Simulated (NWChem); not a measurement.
System: BN₂H₅O; SMILES NB(N)O

```xyz
9

B      0.0204    -0.0121     0.0000
O      1.3969    -0.1366     0.0000
H      1.8502     0.7083     0.0000
N     -0.7249    -1.2193     0.0000
H     -0.2590    -2.1143     0.0000
H     -1.7310    -1.2715     0.0000
N     -0.6178     1.2638     0.0000
H     -1.6202     1.3789     0.0000
H     -0.1184     2.1403     0.0000
```
Atoms are numbered in this order, from 1.

Program: NWChem. Coordinates come from a PBE0/def2-SVP optimisation. Level B3LYP/def2-SVP: energy and gradient on several grids; changes count from the extra-fine grid, which is no exact limit either.

### Question
Which is the coarsest grid (medium; fine; xcoarse; coarse; xfine) from which on the energy stays within 50 μHa and each gradient component within 100 μHa/bohr of xfine?

### Answer
medium.
```
grid     size of the energy change (μHa)  largest change of a gradient component (μHa/bohr)  time, medium = 1 (rough)
-------  -------------------------------  -------------------------------------------------  ------------------------
xcoarse                             1000                                               4000                   about 1
coarse                              < 10                                                200                   about 1
medium                              < 10                                               < 30                   about 1
fine                                < 10                                               < 30                   about 1
xfine                               < 10                                               < 30                         2
```
